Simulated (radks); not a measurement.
Values are calculated unless marked as measured or tabulated.
Effect of the nuclear size on the gadolinium ion Gd16+, [Kr] 4d10 4f2. Level of theory: Dirac Kohn-Sham, PBE, spin-unpolarised, spherical densities, finite nucleus; open shells fill j = l - 1/2 first; Fermi nuclear charge, rms radius 5.1569 fm (a radial shooting solver on a logarithmic mesh with Libxc functionals). The rms radius is varied about that value; shifts are against it.

rms radius (fm),total energy shift (eV),density at nucleus (e/bohr^3),1s1/2 shift (meV),2s1/2 shift (meV),4s1/2 shift (meV),4p1/2 shift (meV),4f5/2 shift (meV),5s1/2 (empty) shift (meV)
4.2493,-6.81,6.598e+05,-2810,-362,-19.2,0.299,0.469,-5.66
4.7804,-2.94,6.403e+05,-1210,-156,-8.31,0.129,0.203,-2.45
5.1569,0,6.28e+05,0.000,0.000,0.000,0.000,0.000,0.000
5.3683,1.73,6.217e+05,712,91.7,4.87,-0.076,-0.119,1.43
5.884,6.15,6.073e+05,2540,327,17.4,-0.269,-0.424,5.11

Slopes of the eigenvalues against <r^2> in GHz/fm^2, as finite differences over the two radii next to the reference (eigenvalue slopes, not the field-shift constants of lines): 1s1/2 78100, 2s1/2 10100, 4s1/2 534, 4p1/2 -8.30, 4f5/2 -13.0, 5s1/2 (empty) 157.
